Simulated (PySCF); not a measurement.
Broadened absorption spectrum of C6H13P

Species: C6H13P.
SMILES: `CC[C@@H]1PC[C@@H]1C`

Method used: TDDFT PBE0/def2-SVPD, vertical, gas phase, core orbitals frozen in the response (PySCF 2.14.0, density-fitted response routines). Isolated species at its GFN2-xTB geometry (one conformer only).

Broadening: Gaussians 0.4 eV wide at half height, area fixed by f = 4.319×10⁻⁹ ∫ε dν̃. The width is an assumption, not a result. The curve ends short of the highest state used, and states not computed would add to its high-energy end.

(λ (nm), ε (L mol⁻¹ cm⁻¹)): (176.7, 3587), (178.7, 5073), (180.8, 6282), (182.8, 6545), (184.8, 5790), (186.9, 4278), (188.9, 2734), (190.9, 1516), (192.9, 769), (195.0, 451), (197.0, 518), (199.0, 923), (201.0, 1668), (203.1, 2768), (205.1, 3958), (207.1, 5030), (209.1, 5713), (211.2, 5825), (213.2, 5350), (215.2, 4467), (217.3, 3352), (219.3, 2335), (221.3, 1499), (223.3, 891), (225.4, 477), (227.4, 245), (229.4, 118), (231.4, 53), (233.5, 22), (235.5, 9)

Problem. Where are the band maxima, and which computed states make them?

Solution. 211 nm (5.89 eV), ε about 5900, made up of S1 (72%) and S2 (28%); 182 nm (6.80 eV), ε about 6600, made up of S3 (76%) and S4 (16%) (ε in L mol⁻¹ cm⁻¹; maxima over ε = 5, shares over 10%). The states used: S1 5.86 eV (f 0.063); S2 5.95 eV (f 0.026); S3 6.77 eV (f 0.075); S4 6.84 eV (f 0.016); S5 7.00 eV (f 0.016); S6 7.30 eV (f 0.0048); S7 7.46 eV (f 0.016); S8 7.62 eV (f 0.036).

Problem. On this curve, what absorbance would a 10⁻⁵ mol/L sample give at 193 nm over a 1 cm path?

Solution. 193 nm is 6.424 eV, where ε is about 740 L mol⁻¹ cm⁻¹, so A = ε c l ≈ 0.0074 (Beer–Lambert, with the gas-phase spectrum and the assumed width).

Problem. Coming from long wavelengths, where does ε first pass 100 L mol⁻¹ cm⁻¹?

Solution. At about 230 nm (5.40 eV), 0.47 eV below S1.

Problem. What would ε be at 6.80 eV, the highest of these maxima, with half the width (0.2 eV)?

Solution. About 11600 L mol⁻¹ cm⁻¹ against 6580, a factor of about 1.8; a lone state at its own centre would give exactly 2.

Rough CPU time on one thread of a shared machine: about 2.1 min.
